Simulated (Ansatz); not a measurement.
CH₅ClFGaSi, SMILES `F[CH]([GaH2])[SiH2]Cl` at its PBE0-D4/def2-TZVP geometry, where that method's forces vanish. Charge 0, multiplicity 1.

| atom | x (Å) | y (Å) | z (Å) |
| --- | --- | --- | --- |
| F1 | -1.065 | 1.183 | 1.127 |
| C2 | -0.477 | 0.565 | 0.017 |
| Ga3 | 1.373 | 1.259 | -0.285 |
| Si4 | -0.568 | -1.299 | 0.171 |
| Cl5 | -2.509 | -1.953 | 0.331 |
| H6 | -1.058 | 0.850 | -0.874 |
| H7 | 2.178 | 0.718 | -1.517 |
| H8 | 1.938 | 2.324 | 0.709 |
| H9 | 0.158 | -1.764 | 1.377 |
| H10 | 0.030 | -1.883 | -1.055 |

Problem. For each bond, give half the difference of the two atoms' forces along it (eV/Å; positive pushes the atoms apart) under PBE-D4, r2SCAN-D4, B3LYP-D4, ωB97M-V in def2-TZVPP. (An estimate is asked.)

Solution. The calculation gave: 
```csv
bond,length (Å),PBE-D4,r2SCAN-D4,B3LYP-D4,ωB97M-V
F1–C2,1.400,0.45,0.37,0.41,0.36
C2–Ga3,1.998,-0.04,-0.06,0.09,-0.02
C2–Si4,1.873,-0.03,-0.03,-0.02,-0.05
C2–H6,1.102,0.10,-0.03,-0.17,-0.13
Ga3–H7,1.568,0.01,-0.08,-0.04,-0.08
Ga3–H8,1.562,0.05,-0.07,-0.06,-0.10
Si4–Cl5,2.054,0.19,0.05,0.21,0.09
Si4–H9,1.482,0.06,-0.03,-0.12,-0.13
Si4–H10,1.484,0.04,-0.03,-0.12,-0.13
```

B3LYP here is the variant with VWN-RPA as its local correlation; programs differ in this.

Computed with Ansatz.
